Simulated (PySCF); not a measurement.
# Stretching SiSe⁺

Set-up: basis Si def2-SVP, Se def2-SVP; no relativity; PySCF 2.14. Energies in eV from Si⁺ + Se in their ground configurations at the same level. State: ²Π (doublet), unpaired electrons π ↑.

All columns are PBE0. A positive dipole points towards Se; it is taken about the centre of mass and depends on that origin.

```json
{"R (Å)": "1.907", "E (eV)": "-2.546", "μ (D)": "-2.43", "Mulliken charge on Si (basis-dependent)": "0.60", "HOMO (eV)": "-14.37", "LUMO (eV)": "-13.12", "Mayer bond order": "1.84", "⟨S²⟩": "0.75"}
{"R (Å)": "1.996", "E (eV)": "-3.243", "μ (D)": "-2.94", "Mulliken charge on Si (basis-dependent)": "0.66", "HOMO (eV)": "-14.43", "LUMO (eV)": "-12.73", "Mayer bond order": "1.80", "⟨S²⟩": "0.75"}
{"R (Å)": "2.085", "E (eV)": "-3.623", "μ (D)": "-3.45", "Mulliken charge on Si (basis-dependent)": "0.72", "HOMO (eV)": "-14.46", "LUMO (eV)": "-12.38", "Mayer bond order": "1.76", "⟨S²⟩": "0.75"}
{"R (Å)": "2.151", "E (eV)": "-3.757", "μ (D)": "-3.84", "Mulliken charge on Si (basis-dependent)": "0.75", "HOMO (eV)": "-14.41", "LUMO (eV)": "-12.13", "Mayer bond order": "1.74", "⟨S²⟩": "0.75"}
{"R (Å)": "2.218", "E (eV)": "-3.794", "μ (D)": "-4.22", "Mulliken charge on Si (basis-dependent)": "0.78", "HOMO (eV)": "-14.16", "LUMO (eV)": "-11.90", "Mayer bond order": "1.72", "⟨S²⟩": "0.76"}
{"R (Å)": "2.284", "E (eV)": "-3.756", "μ (D)": "-4.60", "Mulliken charge on Si (basis-dependent)": "0.80", "HOMO (eV)": "-13.91", "LUMO (eV)": "-11.68", "Mayer bond order": "1.70", "⟨S²⟩": "0.76"}
{"R (Å)": "2.373", "E (eV)": "-3.620", "μ (D)": "-5.08", "Mulliken charge on Si (basis-dependent)": "0.82", "HOMO (eV)": "-13.61", "LUMO (eV)": "-11.42", "Mayer bond order": "1.68", "⟨S²⟩": "0.76"}
{"R (Å)": "2.484", "E (eV)": "-3.360", "μ (D)": "-5.64", "Mulliken charge on Si (basis-dependent)": "0.84", "HOMO (eV)": "-13.26", "LUMO (eV)": "-11.13", "Mayer bond order": "1.65", "⟨S²⟩": "0.77"}
{"R (Å)": "2.617", "E (eV)": "-2.978", "μ (D)": "-6.17", "Mulliken charge on Si (basis-dependent)": "0.84", "HOMO (eV)": "-12.87", "LUMO (eV)": "-10.84", "Mayer bond order": "1.61", "⟨S²⟩": "0.83"}
{"R (Å)": "2.795", "E (eV)": "-2.458", "μ (D)": "-6.40", "Mulliken charge on Si (basis-dependent)": "0.80", "HOMO (eV)": "-12.46", "LUMO (eV)": "-10.55", "Mayer bond order": "1.49", "⟨S²⟩": "1.06"}
```

A fit through these points gives, at Re = 2.214 Å, μ = -4.20 D and dμ/dR = -5.72 D/Å; the reduced mass is 20.72 u.

Question: How strong is the fundamental in the double-harmonic approximation, I = 42.26·(dμ/dR)²/μred km/mol?

Answer: I = 42.26·(-5.72)²/20.72 = 66.7 km/mol at PBE0.

⟨S²⟩ of the unrestricted solution departs from its pure value on part of the curve, where spin states mix. Spin–orbit coupling is left out. For an ion De counts to the pair picked by the measured ionisation energies or electron affinities, which need not be the lowest pair at this level. The state was picked by a PBE0 search and need not be the measured ground state.
